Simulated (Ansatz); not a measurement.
`C=[C]1[O][Al]1[OH]`, charge 0, multiplicity 1.

Give a relaxed structure at PBE0-D4/def2-TZVP (Ansatz). (Best estimate.)

Ansatz gave: 
```xyz
8

C     1.7440   -0.4232   -0.7196
C     0.5442   -0.0474   -0.3197
O    -0.2770    0.9675   -0.9014
Al   -1.1033    0.2857    0.4364
O    -2.5482    0.4378    1.2583
H     2.2211    0.0449   -1.5759
H     2.2704   -1.2088   -0.1944
H    -2.8512   -0.0566    2.0164
```
Point group Cs.
